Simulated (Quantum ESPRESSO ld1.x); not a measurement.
Question: Mn6+, 19 electrons, occupied as [Ar] 4s1 (not the ground configuration). Method: Dirac Kohn-Sham, PBE, spin-unpolarised, spherical densities, point nucleus; computed with ld1.x of Quantum ESPRESSO 7.5.

Spin-orbit splittings of the eigenvalues, e(l+1/2) - e(l-1/2), with zeta = 2 splitting/(2l+1) and mean radii in bohr:

shell  occ.  splitting (eV)  zeta (eV)  <r> j=l-1/2  <r> j=l+1/2
2p        6           10.41      6.943       0.2449       0.2478
3p        6               ?          ?       0.8120       0.8183
3d        0          0.2179    0.08715       0.8267       0.8284
4p        0          0.3465     0.2310        1.959        1.969

Estimate the 3p splitting.

Answer: 1.571 eV (zeta = 1.047 eV).
